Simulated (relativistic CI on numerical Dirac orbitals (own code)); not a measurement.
## Slater and spin-orbit integrals, Zr¹⁷⁺

Computed by Dirac-Coulomb-Breit CI, KLI orbitals optimised for each configuration, QED by a radiative potential, unscaled Slater integrals (own radial code, finite nucleus).

Slater integrals F^k, G^k are unscaled and averaged over j, outside the closed core [Ne]; ζ comes from projecting the Hamiltonian with its Breit term on Σ l·s of the shell.

- 3s2.3p6.3d5: F^2(3d,3d) = 252820, F^4(3d,3d) = 162040, ζ(3d) = 9525 cm⁻¹; <r>(3d) = 0.3969, <r^2>(3d) = 0.1851 (bohr units).
- 3s2.3p5.3d6: ζ(3p) = 84453, F^2(3d,3d) = 252080, F^4(3d,3d) = 161540, F^2(3p,3d) = 230930, G^1(3p,3d) = 261920, G^3(3p,3d) = 169810, ζ(3d) = 9348.2 cm⁻¹; <r>(3p) = 0.4288, <r^2>(3p) = 0.2125, <r>(3d) = 0.3979, <r^2>(3d) = 0.1861 (bohr units).
- 3s2.3p4.3d7: F^2(3p,3p) = 232290, ζ(3p) = 84406, F^2(3d,3d) = 251320, F^4(3d,3d) = 161030, F^2(3p,3d) = 230550, G^1(3p,3d) = 261790, G^3(3p,3d) = 169620, ζ(3d) = 9174.4 cm⁻¹; <r>(3p) = 0.4294, <r^2>(3p) = 0.2132, <r>(3d) = 0.399, <r^2>(3d) = 0.1871 (bohr units).

Task: Give the Racah parameters of the d shell in 3s2.3p6.3d5.

Result: B = F²/49 − 5F⁴/441 = 3322 cm⁻¹ and C = 35F⁴/441 = 12860 cm⁻¹.

Averages of the first 10 configurations, taken without configuration mixing, which lowers the lowest level and can move excited configurations by several eV; other configurations of the list can lie among them:

```tsv
Configuration	Parity	States	Average energy above the lowest level (eV)
3s2.3p6.3d5	even	252	22.0
3s2.3p5.3d6	odd	1260	165.5
3s2.3p4.3d7	even	1800	312.3
3s.3p6.3d6	even	420	263.0
3p6.3d7	even	120	508.5
3s2.3p6.3d4.4s	even	420	292.0
3s.3p5.3d7	odd	1440	405.3
3s2.3p6.3d4.4p	odd	1260	324.4
3s2.3p6.3d4.4d	even	2100	373.2
3s2.3p6.3d4.4f	odd	2940	418.2
```
